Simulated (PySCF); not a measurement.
**Core-level binding energies of `CC(=O)[SiH2]S`**

Species: C₂H₆OSSi.
SMILES with atom numbers: `[CH3:1][C:2](=[O:3])[SiH2:4][SH:5]`

Geometry (PBE0-D3(BJ)/def2-SVP, Å), atoms numbered from 1 in this order:
```xyz
11
C2H6OSSi angstrom
C     -1.605   -0.244   -0.269
C     -0.255   -0.441    0.358
O     -0.090   -1.158    1.321
Si     1.291    0.492   -0.390
S      2.923   -0.330    0.696
H     -1.849    0.829   -0.318
H     -1.581   -0.612   -1.308
H     -2.375   -0.784    0.301
H      1.368    0.244   -1.861
H      1.088    1.960   -0.187
H      1.999   -0.992    1.454
```

Level of theory: delta-SCF UKS SCAN, pcX-2 on the ionised atom, pcseg-1 elsewhere, spin-free X2C (PySCF). Each binding energy is the total energy of the core-ionised species, with the hole localised on one atom, minus that of the ground state; both are solved self-consistently, so orbital relaxation is included.

List the computed XPS lines with their assignment.

```tsv
atom(s)	environment	level	binding energy (eV)	2p1/2 (eV)	above the level's lowest (eV)	count
C1	methyl carbon next to a carbonyl	C 1s	291.44	–	0.00	1
C2	carbonyl carbon	C 1s	293.29	–	+1.85	1
O3	carbonyl oxygen	O 1s	538.26	–	0.00	1
Si4	SiH2 silicon	Si 2p3/2	107.27	107.90	0.00	1
Si4	SiH2 silicon	Si 1s	1847.05	–	0.00	1
S5	sulfur bonded to Si and H	S 1s	2476.90	–	0.00	1
```

Lowest listed C 1s: C1, bonded to C and 3 H. Highest, 1.85 eV above it: C2, bonded to O (double bond), C and Si.

Which photon energy gives electrons from Si 2p3/2 of Si4 a kinetic energy of 150 eV, and what is their de Broglie wavelength?

hν = 107.27 + 150 = 257.27 eV, recoil neglected; λ = 12.264 Å/√(E/eV) = 1.00 Å.

Give the binding energy of Si 2p3/2 of Si4 in hartree and in kJ/mol.

107.27 eV = 3.9421 Eh = 10350 kJ/mol.

Not every level is listed. Spin contamination (⟨S²⟩ against 0.75 for a pure doublet) is marked for C 1s of C2 (0.99), which makes this value less certain. The 2p values aren't plain energy differences: one relaxed spin-free 2p hole is combined with a matrix within the shell (ground-state 2p orbital-energy differences and spin–orbit coupling). 2p3/2, the mean of its two sublevels, lies a third of the splitting below the shell's mean and 2p1/2 two thirds above it; the statistical areas are 2:1. 2p1/2 minus 2p3/2 (ligand field included): Si 0.62 eV. Geometry: PBE0-D3(BJ)/def2-SVP, one conformer, isolated molecule.
